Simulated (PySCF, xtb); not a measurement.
CH₄F₃MoNO, SMILES C[N]=[Mo]([OH])([F])([F])[F], multiplicity 1.

GFN2-xTB run with xtb 6.7.1 at its own geometry gives an orbital gap of 3.30 eV and a dipole moment of 4.38 D.

Geometry: B3LYP-D3(BJ)/def2-SVP. The spin state was assumed, not searched. The def2 effective core potentials stand for the cores of Mo; spin–orbit coupling is left out. Other conformers were not sampled.

Task: What does PBE0/def2-TZVP (PySCF) give? (An estimate is asked for; the answer gives what the named calculation found.)

Result: gap 5.81 eV (levels -9.15 and -3.34 eV), dipole 5.73 D.
